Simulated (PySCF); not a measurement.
CH₁₀FNSi₃, SMILES [Si@H]([SiH2]C)(N)[SiH2]F.

Geometry: PBE-D3(BJ)/def2-SVP. The structure was generated by enumeration; whether it is a known compound was not checked. The values are those of a single conformer.

These are HF/def2-TZVP in PySCF values and carry that method's errors.

Gas-phase values at a fixed geometry.

The total energy comes out as -1064.58238 hartree and the highest occupied level is -10.24 eV. The lowest empty level is 2.06 eV. The orbital gap comes out as 12.30 eV. The dipole moment is 1.99 D and the quadrupole, principal values (traceless, Buckingham form, about the centre of nuclear charge) is -9.34, -2.03, 11.37 D·Å.
